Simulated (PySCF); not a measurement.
# Radial density of Sn³⁺ (tin, charge +3)

B97-3, [Kr] 4d10 5s1, 2S determinant. Computed with PySCF 2.14 in dyall-av2z (22s16p12d, 130 functions), with no relativity, point nucleus.

```
r (bohr)  4πr²ρ (e/bohr)  4πr²(ρα − ρβ)
0.000539          0.3042         0.0001
0.000907          0.8297         0.0002
 0.00152           2.207         0.0005
 0.00256           5.626         0.0014
 0.00431           13.37         0.0032
 0.00726           28.21         0.0066
  0.0122           48.95         0.0103
  0.0205           62.49         0.0092
  0.0345           56.66         0.0004
  0.0581           62.37         0.0103
  0.0977           81.02         0.0255
   0.164           58.32        -0.0054
   0.276           66.86         0.0590
   0.465           26.93         0.0215
   0.782           23.65         0.0783
    1.32           9.631         0.2042
    2.21           1.218         0.5966
    3.72         0.06979         0.0655
    6.26       0.0002720         0.0003
```

A non-relativistic calculation at this Z misses sizeable relativistic shifts.

Where is the radial spin density 4πr²(ρα − ρβ) most negative, and why is it negative at all?

Around r = 0.164 bohr, down to -0.0054 e/bohr: exchange with the open shell polarises the paired shells in an unrestricted calculation.
